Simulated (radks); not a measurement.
The numbers below are computed, except where a source is named.
The sulfur ion S4+, [Ne] 3s2. Level of theory: non-relativistic Kohn-Sham, exchange-only B88, spin-polarised, spherical densities, point nucleus (a radial shooting solver on a logarithmic mesh with Libxc functionals). Every spin shell is full or empty, so the densities are truly spherical. Functionals are evaluated on that one density, not self-consistently. Rank these orbital-free kinetic functionals by their error against the exact value of the orbitals, and give that value: Thomas-Fermi, von Weizsacker, TF + vW/9, TF + vW/5, APBEK, revAPBEK, Perdew 92, Thakkar, LKT, PG1, DePristo-Kress, Ernzerhof.

Answer. Exact: 393.371 hartree. From best to worst, with 100 (|E| - |E exact|)/|E exact| (equal figures are ties): Thakkar 0.00, DePristo-Kress +0.08, Ernzerhof +0.17, APBEK +0.32, Perdew 92 -0.47, TF + vW/9 -0.48, revAPBEK +0.69, TF + vW/5 +4.99, Thomas-Fermi -7.33, PG1 +25.36, LKT +31.25, von Weizsacker -38.35.
